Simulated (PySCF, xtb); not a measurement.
BeClI, SMILES [Cl][Be][I].

xtb with GFN2-xTB at its own geometry gives an orbital gap of 6.23 eV and a dipole moment of 4.13 D.

Geometry optimised at B3LYP-D3(BJ)/def2-TZVP. The def2 effective core potentials stand for the cores of I; spin–orbit coupling is left out.

Q: What does B3LYP/def2-TZVPD (PySCF) give? (Estimate from the structure and the level; the computed values follow.)

A: gap 7.00 eV (levels -7.96 and -0.96 eV), dipole 0.42 D.
